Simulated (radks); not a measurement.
Removal energies from the zirconium ion Zr11+, [Ar] 3d10 4s1, by Delta-SCF beside the eigenvalue of the level emptied. Calculated with a radial shooting solver on a logarithmic mesh with Libxc functionals: scalar-relativistic Kohn-Sham, PBE, spin-polarised, spherical densities, finite nucleus; Fermi nuclear charge, rms radius of each element as measured or else 0.836 A^(1/3) + 0.57 fm. Open shells are filled with parallel spins first.

\begin{tabular}{lrrr}
removed from & final configuration & Delta-SCF (eV) & -eigenvalue (eV) \\ \hline
4s & [Ar] 3d10 & 238.34 & 228.44 \\
3d & [Ar] 3d9 4s1 & 399.56 & 377.20 \\
3p & [Ne] 3s2 3p5 3d10 4s1 & 541.78 & 520.19 \\
3s & [Ne] 3s1 3p6 3d10 4s1 & 629.08 & 607.44 \\
\end{tabular}
